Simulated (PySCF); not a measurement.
Computed IR spectrum (relative IR intensity) of a molecule CH7ClSi2. The structure is a stationary point at PBE-D3(BJ)/def2-SVP. Other conformers were not sampled. Level of theory: PBE-D3(BJ)/def2-SVP (PySCF). Frequencies are harmonic and unscaled.

Lines under 2 % of the strongest are left out, and lines within 2 cm⁻¹ are merged.

```json
[
 {"ν (cm⁻¹)": "381", "relative intensity": "6.2"},
 {"ν (cm⁻¹)": "521", "relative intensity": "17"},
 {"ν (cm⁻¹)": "640", "relative intensity": "2.4"},
 {"ν (cm⁻¹)": "705", "relative intensity": "15"},
 {"ν (cm⁻¹)": "779", "relative intensity": "100"},
 {"ν (cm⁻¹)": "850", "relative intensity": "37"},
 {"ν (cm⁻¹)": "860", "relative intensity": "13"},
 {"ν (cm⁻¹)": "894", "relative intensity": "15"},
 {"ν (cm⁻¹)": "909", "relative intensity": "26"},
 {"ν (cm⁻¹)": "1213", "relative intensity": "4.0"},
 {"ν (cm⁻¹)": "1383", "relative intensity": "2.3"},
 {"ν (cm⁻¹)": "2140", "relative intensity": "28"},
 {"ν (cm⁻¹)": "2150", "relative intensity": "14"},
 {"ν (cm⁻¹)": "2154", "relative intensity": "37"},
 {"ν (cm⁻¹)": "2164", "relative intensity": "46"}
]
```

**Question.** Pick the molecule that these values belong to.
A. C[Si@@H]([SiH3])Cl
B. [SiH3]C[SiH2]Cl
C. C[SiH2][SiH2]Cl

**Answer.** C, C[SiH2][SiH2]Cl
